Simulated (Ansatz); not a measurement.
Sn10OH14, relaxed as a singlet with RKS PBE-D4/def2-SVP in Ansatz, starting from the GFN1-xTB geometry. Force threshold 0.03 eV/Å.

In the def2 sets Sn takes a core potential; there is no spin–orbit coupling.

Start:

```xyz
25

Sn    1.732   -0.029   -2.954
Sn    1.174   -1.908   -0.347
Sn    0.964    0.885    2.033
Sn   -0.255    1.979   -1.220
Sn   -1.873   -0.004    3.184
Sn   -2.220   -0.911    0.168
Sn    2.508    0.601   -0.343
Sn   -0.945   -0.531   -2.344
Sn   -0.406   -2.080    2.027
Sn   -1.531    2.063    1.337
O    -2.858   -0.020    4.688
H     2.526   -1.311   -3.775
H     2.093    1.175   -4.126
H     0.296   -3.076   -1.267
H     2.307   -3.146    0.114
H     1.977    2.161    2.636
H     1.889   -0.257    2.937
H     0.953    3.167   -0.900
H    -1.247    3.210   -1.946
H    -3.206   -2.198   -0.448
H    -3.495    0.208   -0.142
H     3.984   -0.320   -0.105
H    -1.892    0.372   -3.516
H    -1.490   -3.463    2.015
H    -0.985    3.434    2.293
```

(1) Estimate the energy that the relaxation releases and the steps that it takes.

(2) Does the start keep its bonding?

(3) Predict the relaxed structure.

## Answers

(1) 111.6 kcal/mol, in 22 steps; 85 s on 2 threads of AMD EPYC 7R13 on a shared host and a share (18 GiB) of an NVIDIA H100 80GB HBM3. The force fell under the threshold at step 21, but the optimiser went on. No frequencies were taken in this run, so the end may be a saddle point.

(2) Bonds lost: Sn2–Sn8, Sn3–Sn5, Sn4–Sn7, Sn5–Sn6 (atoms count from 1).

(3) 
Cartesian coordinates in Å:
```
Sn 1.570 0.001 -2.686
Sn 1.221 -2.903 0.858
Sn 2.429 1.501 1.582
Sn -1.345 2.904 -0.643
Sn -1.705 0.002 2.908
Sn -2.569 -1.504 -1.340
Sn 2.633 -0.694 -0.172
Sn -1.142 0.693 -2.377
Sn -1.512 -2.254 1.171
Sn -0.276 2.255 1.891
O -2.659 0.005 4.529
H 1.723 -1.335 -3.785
H 2.452 1.338 -3.356
H 1.361 -4.249 -0.233
H 1.886 -3.395 2.384
H 3.329 2.846 0.951
H 3.104 1.100 3.131
H -0.464 4.248 -1.303
H -3.001 3.395 -0.473
H -2.457 -2.848 -2.435
H -4.250 -1.105 -1.171
H 4.312 -1.128 -0.336
H -1.823 1.127 -3.921
H -2.395 -3.597 1.837
H -0.423 3.598 2.987
```
Bond lengths (bridged metal pairs left out): 12 × Sn–Sn 2.82 to 2.85 Å; 1 × O–Sn 1.88 Å; 14 × H–Sn 1.74 Å.
